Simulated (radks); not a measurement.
Values are calculated unless marked as measured or tabulated.
Problem. Ionisation of the zinc ion Zn+, [Ar] 3d10 4s1, to Zn2+, [Ar] 3d10, under several functionals. Dirac Kohn-Sham, spin-unpolarised, spherical densities, point nucleus; a radial shooting solver on a logarithmic mesh with Libxc functionals. Known Delta-SCF values: B86b exchange with PBE correlation 18.473 eV. What does BP86 give, and what is its highest occupied eigenvalue?

Solution. 18.524 eV by Delta-SCF; the 4s1/2 eigenvalue is -14.193 eV. NIST: 17.964 eV (measured).

Beside tabulated values, note that spin-unpolarised runs miss the spin-polarisation part of the exchange energy of open shells.
